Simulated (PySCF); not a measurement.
CdSe, SMILES [Se]=[Cd]. Atoms are numbered in the order given.

```xyz
2

Cd     0.0000     0.0000    -0.9788
Se     0.0000     0.0000     1.3819
```

Coordinates come from a PBE0-D3(BJ)/def2-TZVP optimisation. The def2 effective core potentials stand for the cores of Cd; spin–orbit coupling is left out.

Calculation: HF/def2-TZVPD in PySCF.

Computed frontier levels, gap, dipole moment and polarisability:
```yaml
highest_occupied_level: -8.16 eV
lowest_empty_level: -1.52 eV
orbital_gap: 6.64 eV
dipole_moment: 7.48 D
quadrupole, principal values (traceless, Buckingham form, about the centre of nuclear charge): -3.83, -3.83, 7.66 D·Å
mean_static_polarisability: 84.7 bohr³ (12.56 Å³)
polarisability_principal_values: 67.0, 67.0, 120.2 bohr³
```
